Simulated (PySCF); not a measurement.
C3H10OSi.
Bonds: C1–Si2, Si2–C3, Si2–C4, Si2–O5. Hydrogens: H6, H7, H8 on C1; H9, H10, H11 on C3; H12, H13, H14 on C4; H15 on O5.

The calculation used core-valence-separated Tamm–Dancoff BHandHLYP/aug-pcX-1 (pcseg-1 on H, def2-SVPD on Si) in PySCF, non-relativistic, gas phase, PBE0-D3(BJ)/def2-SVP geometry. Absolute energies from this functional tend to lie a few eV below measured edges; no shift was applied.

(1) List the oxygen K-edge absorption lines.

(2) List the carbon K-edge absorption lines.

Results:

(1) 
| E (eV) | f | core hole on | main final orbital |
| --- | --- | --- | --- |
| 531.60 | 0.0191 | O5 | LUMO (36 %) |
| 534.02 | 0.0094 | O5 | LUMO+1 (35 %) |
| 534.11 | 0.0116 | O5 | LUMO+2 (62 %) |
| 534.19 | 0.0191 | O5 | LUMO+3 (42 %) |
| 534.46 | 0.0084 | O5 | spread |
| 535.04 | 0.0043 | O5 | LUMO+1 (42 %) |
| 535.28 | 0.0034 | O5 | LUMO+7 (50 %) |

The first line with a tenth or more of the strongest one's intensity is at 531.60 eV (f = 0.019), with the hole on O5 (silanol oxygen). It is also the strongest listed.

(2) 
```csv
E (eV),f,core hole on,main final orbital
284.83,0.0097,C1/C4,"LUMO (2 roots, f summed)"
284.91,0.0050,C3,LUMO (39 %)
285.60,0.0592,C1/C4,"LUMO+1 (2 roots, f summed)"
285.75,0.0904,C1/C3/C4,"spread (3 roots, f summed)"
285.77,0.0313,C3,LUMO+5 (39 %)
286.13,0.0044,C3,LUMO+1 (44 %)
286.18,0.0088,C1/C4,"LUMO+3 (2 roots, f summed)"
286.52,0.0024,C3,LUMO+3 (50 %)
286.58,0.0082,C1/C4,"spread (2 roots, f summed)"
```

The first line with a tenth or more of the strongest one's intensity is at 284.83 eV (f = 0.010, sum of 2), with the hole on C1/C4 (Si-methyl carbon). The strongest listed is at 285.75 eV (f = 0.090, sum of 3; C1/C3/C4).

Roots within 0.03 eV whose holes lie on the same, on equivalent or on shared atoms are summed into one line, and the highest roots are left out, as the search may have cut off their partners. Final orbitals are the ground state's empty Kohn–Sham orbitals.

What are the wavelength and the wavenumber of the 534.11 eV line?

λ = 12398.42 eV Å/534.11 eV = 23.213 Å; 4.3079 × 10⁶ cm⁻¹.

Only the lowest roots of each edge were sought.

Shape of the structure used: `[CH3:1][Si:2]([CH3:3])([CH3:4])[OH:5]`: H–O5–Si2–C1 -60°.
